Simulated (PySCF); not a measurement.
**Frontier levels across methods**

Species: C5H3ClOS.
Bonds: O1–C2 (double), C2–Cl3, C2–C4, C4–C5 (aromatic), C5–C6 (aromatic), C6–S7 (aromatic), S7–C8 (aromatic), C4–C8 (aromatic). Hydrogens: H9 on C5; H10 on C6; H11 on C8.

Basis pcSseg-1 throughout (PySCF), one geometry. The structure is a single PBE0-D3(BJ)/def2-SVP conformer in the gas phase; no vibrational or solvent corrections.

Question: How do the orbital energies, the gap and the dipole change with the method?

Answer: 
```
 method                    kind  HOMO (eV)  LUMO (eV)  gap (eV)  μ (D)  SCF cycles
    KT3                     GGA      -6.68      -2.83      3.84   3.56          18
    PBE                     GGA      -6.71      -2.89      3.82   3.56          17
    KT2                     GGA      -6.72      -2.87      3.84   3.58          18
   BP86                     GGA      -6.82      -3.01      3.81   3.59          17
  B97-2           global hybrid      -7.53      -2.12      5.41   3.61          15
LC-wPBE  range-separated hybrid     -10.36       0.05     10.41   3.44          15
```

The HOMO spans 3.68 eV, from KT3 down to LC-wPBE, and the gap runs from 3.81 eV (BP86) to 10.41 eV (LC-wPBE). The dipole ranges from 3.44 D (LC-wPBE) to 3.61 D (B97-2). This basis has no diffuse functions.
